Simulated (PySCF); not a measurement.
A structure optimised at PBE0-D3(BJ)/def2-SVP, used in a PySCF frequency run:

```xyz
10

Cl    -3.7606    -0.8501     0.5918
C     -2.4264     0.1798    -0.0225
C     -1.2949    -0.6564    -0.5222
C     -0.0749    -0.5816    -0.0486
C      1.1354    -0.4969     0.4292
Br     2.4249     0.7036    -0.2559
H     -2.1095     0.8411     0.7934
H     -2.8518     0.7879    -0.8338
H     -1.5176    -1.3618    -1.3334
H      1.5008    -1.1109     1.2564
```

Q: Write its SMILES and formula.

A: ClCC=C=CBr, C₄H₄BrCl

Q: What are its rotational constants (standard atomic weights)?

A: 11.813, 0.43074, 0.42583 GHz
